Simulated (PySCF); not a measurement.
**Polarisability and C₆ of Sc (scandium, neutral)**

[Ar] 3d1 4s2, 2D determinant. Calculation: PySCF 2.14, in aug-cc-pVQZ-DK (9s8p6d4f3g2h, 140 functions); the spin-free X2C one-electron Hamiltonian (Gaussian nucleus). Coupled (time-dependent) response in atomic units; α is the mean over directions.

```json
{"method": "TPSS", "mean α (bohr³)": "136.5", "α xx, yy, zz": "131.0, 131.0, 147.6", "C₆ (like pair)": "1740", "S(−4)": "10690"}
```

S(−4) is the Cauchy moment in α(ω) = α(0) + S(−4) ω² + …

Reference α: 97 ± 10 bohr³ (recommended; Schwerdtfeger and Nagle, table of static dipole polarizabilities (2023 update)). Published C₆: 1383 (Chu and Dalgarno (2004); Tang, Norbeck and Certain (1976)).

α(iu) at TPSS:

```json
{"u (hartree)": "0", "α(iu) (bohr³)": "136.5"}
{"u (hartree)": "0.0500", "α(iu) (bohr³)": "115.1"}
{"u (hartree)": "0.100", "α(iu) (bohr³)": "80.62"}
{"u (hartree)": "0.200", "α(iu) (bohr³)": "39.16"}
{"u (hartree)": "0.300", "α(iu) (bohr³)": "22.57"}
{"u (hartree)": "0.500", "α(iu) (bohr³)": "10.87"}
{"u (hartree)": "0.750", "α(iu) (bohr³)": "6.182"}
{"u (hartree)": "1.00", "α(iu) (bohr³)": "4.191"}
{"u (hartree)": "1.50", "α(iu) (bohr³)": "2.408"}
{"u (hartree)": "2.00", "α(iu) (bohr³)": "1.585"}
{"u (hartree)": "3.00", "α(iu) (bohr³)": "0.8372"}
{"u (hartree)": "5.00", "α(iu) (bohr³)": "0.3492"}
```

A single London oscillator, α(iu) = α/(1 + u²/ω²), gives C₆ = (3/4) ω α². Matching the computed C₆ needs ω = 4 × 1740 / (3 × 136.5²) = 0.125 hartree.

The components differ because the open shell of this determinant is not spherical; for a pure term their mean is the scalar polarisability.

⟨L²⟩ = 7.28 against 6 for a pure D term, so this real determinant mixes terms. ⟨S²⟩ = 1.12 against 0.75 shows spin contamination.
